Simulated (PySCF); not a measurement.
Isomers of C6H7F3O, mass 152.045 u with the commonest isotopes. Theory: PBE0/pcSseg-1 in PySCF (dipole) on a GFN2-xTB geometry, gas phase. One conformer each, none proved a minimum here; rigid rotors.

Problem. Order these by rotational constant A, smallest first.
A. `[O:1]=[C:2]([F:3])[C@@H:4]1[CH2:5][CH2:6][C@H:7]([F:8])[C@H:9]1[F:10]` with O1–C2–C4–C5 108°, C2–C4–C5–C6 -156°, C4–C5–C6–C7 40°, C5–C6–C7–F8 85°, C6–C7–C9–F10 -107°
B. `C[C@@H]1CC=C(C(F)(F)F)O1`
C. `[F:1][C:2]([F:3])([F:4])[C@@H:5]1[CH2:6][CH2:7][C@H:8]2[O:9][C@@H:10]12` with C2–C5–C6–C7 -91°, C5–C6–C7–C8 -27°, C6–C7–C8–O9 -46°, C7–C8–O9–C10 98°
D. `[F:1][C@@H:2]1[CH:3]=[C:4]([CH:5]([F:6])[F:7])[CH2:8][O:9][CH2:10]1` with C3–C4–C5–F6 132°, F1–C2–C3–C4 -115°, C3–C4–C8–O9 22°, C4–C8–O9–C10 -53°, C8–O9–C10–C2 62°

Solution. A (1983 MHz), D (2399 MHz), C (2537 MHz), B (2670 MHz).

Problem. Order these by radius of gyration √(Σ m r²/M), smallest first.
A. `[F:1][C@@H:2]1[CH:3]=[C:4]([CH:5]([F:6])[F:7])[CH2:8][O:9][CH2:10]1` with C3–C4–C5–F6 132°, F1–C2–C3–C4 -115°, C3–C4–C8–O9 22°, C4–C8–O9–C10 -53°, C8–O9–C10–C2 62°
B. `C[C@@H]1CC=C(C(F)(F)F)O1`
C. `[F:1][C:2]([F:3])([F:4])[C@@H:5]1[CH2:6][CH2:7][C@H:8]2[O:9][C@@H:10]12` with C2–C5–C6–C7 -91°, C5–C6–C7–C8 -27°, C6–C7–C8–O9 -46°, C7–C8–O9–C10 98°
D. `[CH2:1]=[CH:2][C:3](=[O:4])[CH2:5][CH2:6][C:7]([F:8])([F:9])[F:10]` with C1–C2–C3–O4 180°, C2–C3–C5–C6 180°, C3–C5–C6–C7 180°

Solution. C (1.990 Å), B (2.164 Å), A (2.257 Å), D (2.503 Å).

Problem. Order these by dipole moment, smallest first.
A. `[O:1]=[C:2]([F:3])[C@@H:4]1[CH2:5][CH2:6][C@H:7]([F:8])[C@H:9]1[F:10]` with O1–C2–C4–C5 108°, C2–C4–C5–C6 -156°, C4–C5–C6–C7 40°, C5–C6–C7–F8 85°, C6–C7–C9–F10 -107°
B. `[CH2:1]=[CH:2][C:3](=[O:4])[CH2:5][CH2:6][C:7]([F:8])([F:9])[F:10]` with C1–C2–C3–O4 180°, C2–C3–C5–C6 180°, C3–C5–C6–C7 180°
C. `C[C@@H]1CC=C(C(F)(F)F)O1`
D. `[F:1][C@@H:2]1[CH:3]=[C:4]([CH:5]([F:6])[F:7])[CH2:8][O:9][CH2:10]1` with C3–C4–C5–F6 132°, F1–C2–C3–C4 -115°, C3–C4–C8–O9 22°, C4–C8–O9–C10 -53°, C8–O9–C10–C2 62°

Solution. D (1.12 D), B (3.20 D), A (3.53 D), C (3.80 D).

```csv
SMILES,point group,Ia (u·Å²),Ib (u·Å²),Ic (u·Å²),κ,μa (D),μb (D),μc (D)
FC(F)C1=C[C@@H](F)COC1,C1,210.63,590.20,747.70,-0.79,0.10,0.64,0.91
FC(F)(F)[C@@H]1CC[C@H]2O[C@@H]12,C1,199.17,476.60,528.41,-0.87,0.88,0.80,0.25
C[C@@H]1CC=C(C(F)(F)F)O1,C1,189.30,584.03,650.88,-0.91,3.48,1.52,0.16
C=CC(=O)CCC(F)(F)F,Cs,189.62,809.80,905.45,-0.94,2.39,2.13,0.02
O=C(F)[C@@H]1CC[C@H](F)[C@H]1F,C1,254.84,544.27,601.06,-0.85,1.72,1.98,2.36
```
